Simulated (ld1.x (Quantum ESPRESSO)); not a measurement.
Pt, TM: configuration errors across variants

platinum, norm-conserving Troullier–Martins (Kleinman–Bylander form), made with ld1.x (Quantum ESPRESSO) 7.5 (PBE, scalar-relativistic). Core [Xe] 4f14, reference 5d9 6s1 6p0. Waves: 6p (bound, empty): rc 4.00 bohr; 5d (bound): rc 1.90 bohr; 6s (bound): rc 2.55 bohr. Local part: the s channel. Core correction: none.

All-electron excitation energies from the reference (eV): (1) 5d9 6s0 6p0 9.194; (2) 5d8 6s0 6p0 29.160; (3) 5d7 6s0 6p0 61.376; (4) 5d9 6s0 6p1 5.049; (5) 5d8 6s2 6p0 1.005; (6) 5d10 6s0 6p0 -0.018; (7) 5d8 6s1 6p0 11.167.

Errors AE − PS in meV (a dash: test not solved or not reliable):

| change | (1) | (2) | (3) | (4) | (5) | (6) | (7) | bound ghosts |
| --- | --- | --- | --- | --- | --- | --- | --- | --- |
| base | +0.3 | -20 | -206 | +4.8 | -48 | -45 | -36 | none |
| wave 6s (bound): rc 2.55 bohr becomes 6s (bound): rc 2.22 bohr | -1.0 | -19 | -202 | +4.5 | -54 | -49 | -39 | none |
| wave 6s (bound): rc 2.55 bohr becomes 6s (bound): rc 2.44 bohr | -0.7 | -20 | -203 | +4.6 | -52 | -48 | -39 | none |
| wave 6s (bound): rc 2.55 bohr becomes 6s (bound): rc 3.00 bohr | +3.8 | -37 | -259 | +4.4 | -18 | -27 | -18 | none |
| wave 6s (bound): rc 2.55 bohr becomes 6s (bound): rc 3.26 bohr | +3.6 | -71 | -354 | +0.6 | +14 | -7.1 | +2.4 | none |
| wave 6s (bound): rc 2.55 bohr becomes 6s (bound): rc 3.80 bohr | -8.0 | -172 | -603 | -14 | +71 | +30 | +41 | none |

(1) Give the same row for: wave 6s (bound): rc 2.55 bohr becomes 6s (bound): rc 1.80 bohr.

Results:

(1) +5.4, -9.4, -168, +7.5, -26, -33, -20; bound ghosts: none.
